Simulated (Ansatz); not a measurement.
C3H9FSi (SMILES C[C@H](F)C[SiH3]) moved off its minimum; all values from Ansatz (a quantum-chemistry and plane-wave program), cores frozen in correlated methods.
(charge 0, multiplicity 1)
```xyz
14

C      1.3199    -0.9496     0.8689
C      1.0166    -0.0220    -0.2417
F      1.9286     0.8785    -0.3607
C     -0.2952     0.7353    -0.1803
Si    -1.9170    -0.2859     0.0011
H      0.5631    -1.8370     0.7861
H      1.3071    -0.3304     1.8044
H      2.4263    -1.4158     0.5812
H      0.9071    -0.4364    -1.2092
H     -0.3029     1.2272     0.8341
H     -0.4379     1.5436    -0.8537
H     -1.9781    -1.1527     1.0273
H     -3.1283     0.5050    -0.0272
H     -1.9277    -1.1585    -1.2897
```

### Question
Give the forces (eV/Å), the total energy and the dipole at CCSD(T)/aug-cc-pV(T+d)Z.

### Answer

```
atom      Fx      Fy      Fz
----  ------  ------  ------
C1     1.363  -2.521  -0.757
C2    -4.085  -0.923  -1.327
F3     4.375   3.568  -0.031
C4    -1.868  -0.458   4.059
Si5    1.149   0.893  -4.479
H6     1.325   1.548   0.796
H7     0.094  -1.133  -0.440
H8    -2.710   1.164   1.251
H9     0.486  -1.769  -1.113
H10    0.155   0.110  -0.519
H11    0.262   0.459  -1.104
H12    0.074  -1.953   2.753
H13   -0.424   0.587   0.078
H14   -0.196   0.426   0.832
```
Energy -508.2729 hartree, dipole 0.96 D.
